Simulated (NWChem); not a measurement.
Molecule: SnH₂OCl₂; SMILES [OH][SnH]([Cl])[Cl]

```xyz
6

Sn    -0.3142     0.2946     0.0000
O     -1.9129    -0.8439     0.0000
Cl     0.9860    -0.2385     1.8685
Cl     0.9860    -0.2385    -1.8685
H     -0.8048     1.9164     0.0000
H     -1.7045    -1.7866     0.0000
```
Atoms are numbered in this order, from 1.

Coordinates come from a PBE0/def2-SVP optimisation. def2 effective core potentials on Sn; no spin-orbit coupling.

Symmetry labels are those of Cs in the frame above (b1 and b2, or b-type labels, depend on it).

**Question.** List the 4 lowest vertical singlet excitations from Hartree-Fock/def2-SVP with def2 effective core potentials on Sn, CIS (NWChem).

**Answer.** 
```csv
state,energy (eV),oscillator strength,symmetry,leading excitation (squared amplitude)
S1,7.64,0.007,a",HOMO → LUMO (0.62)
S2,7.76,0.012,a",HOMO−2 → LUMO (0.67)
S3,7.88,0.085,a',HOMO−1 → LUMO (0.72)
S4,7.99,0.058,a',HOMO−3 → LUMO (0.67)
```
